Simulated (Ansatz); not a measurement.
Basis-set extrapolation for CH2AlClS (`[Cl][Al]1[CH2][S]1`) (PBE0-D4/def2-TZVP geometry, frozen core, the Gaussian-basis code of Ansatz). Multiplicity 1, RHF reference.

```
                       def2-TZVPP    def2-QZVPP
                 HF  -1138.097352  -1138.129382
    MP2 correlation     -0.594944     -0.646997
CCSD(T) correlation     -0.666356       not run
```

Energies in hartree. Use E(X) = E(∞) + A·exp(−7.88·√X) for Hartree–Fock and E(X) = E(∞) + B·X^(−2.97) for correlation, with X = 3 and 4, and add CCSD(T) minus MP2 of the smaller set to the MP2 limit.

Problem. What is the CCSD(T) energy at the basis-set limit?

Solution. HF limit: -1138.129382 + (-0.032030) × 0.13774 = -1138.13379. MP2 limit: -0.646997 + (-0.052053) × 0.74074 = -0.68555. Higher-order term: -0.666356 − (-0.594944) = -0.07141. Total: -1138.89075 hartree, 333.5 kJ/mol below CCSD(T)/def2-TZVPP.
